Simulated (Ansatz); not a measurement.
Consider the formal exchange of groups at the Se–C bond: `N=C(N)[Se][SiH3]` + `B/C=C/CC` → `B/C=C/[Se][SiH3]` + `CCC(=N)N`.

Gas-phase electronic energies from Ansatz, PBE0-D4/def2-TZVP geometries. CBS: MP2 limit from def2 TZ/QZ plus the TZ coupled-cluster correction, frozen cores. Double bonds are as drawn, so ΔE can hold a change between cis and trans. DFT in def2-TZVPP. B3LYP here is the variant with VWN-RPA as its local correlation; programs differ in this. For Se outer-core shells are correlated without core-valence functions, which leaves a few kJ/mol of doubt a bond. Scalar relativity is left out up to krypton. Each species was taken in one conformer, which may not be the lowest.

| level | ΔE (kJ/mol) | difference from CCSD(T)/CBS |
| --- | --- | --- |
| r2SCAN-D4 | -0.8 | 1.6 |
| ωB97X-V | -1.7 | 0.7 |
| ωB97M-V | -0.5 | 1.9 |
| B2PLYP | -1.8 | 0.6 |
| B3LYP | -1.8 | 0.6 |
| MP2/def2-TZVPP | -1.9 | 0.5 |
| SCS-MP2/def2-TZVPP | -2.9 | -0.5 |
| HF/def2-QZVPP | -6.2 | -3.8 |
| HF/CBS(def2) | -6.3 | -3.9 |
| CCSD/CBS(def2) | -3.8 | -1.4 |
| CCSD(T)/CBS | -2.4 | 0 |

Largest T1 diagnostic among the species: 0.013.
